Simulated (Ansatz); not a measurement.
Ideal-gas functions of CH$_{3}$AlClN, SMILES `[Cl][Al]1[CH2][NH]1` at 500 K and 1 bar, from an Ansatz frequency run at PBE0-D4/def2-TZVP.

Molar mass 91.48 g/mol, point group Cs (symmetry number 1), electronic degeneracy 1, moments of inertia 20.844, 231.87, 249.456 u Å². Harmonic wavenumbers (cm⁻¹, unscaled): 156, 169, 380, 421, 681, 726, 800, 1023, 1031, 1092, 1186, 1486, 3050, 3106, 3653.

Use S(trans) = R[1.5 ln M + 2.5 ln T − 1.1517]; rotational temperatures θ = 24.2544 K / I; S(rot) = R[ln(√π/σ · √(T³/θAθBθC)) + 1.5]; for each mode x = 1.438777 ν̃/T, S = R[x/(eˣ − 1) − ln(1 − e⁻ˣ)] and H = RT x/(eˣ − 1); 1 cm⁻¹ = 0.0119627 kJ/mol; R = 8.31446 J/(mol·K).

Problem. By hand: the entropy, in J/(mol·K).

Solution. Translation 175.9. Rotation: θ = 1.1636, 0.1046, 0.0972 K, giving 113.2. Vibration, mode by mode: 15.04, 14.39, 7.97, 7.21, 3.94, 3.55, 3.00, 1.81, 1.78, 1.55, 1.25, 0.62, 0.01, 0.01, 0.00, in all 62.1. Electronic 0.0. Sum 351.2 J/(mol·K).

Problem. By hand: H − E and G − E in kJ/mol, counted from the electronic energy.

Solution. Zero-point energy ½ × 18960 × 0.0119627 = 113.4; thermal vibration 17.3; translation, rotation and pV give 4 RT = 16.6. H − E = 147.3 kJ/mol, and G − E = 147.3 − 500 × 351.2/1000 = -28.3 kJ/mol.

Vibration gives 18 % of the entropy.
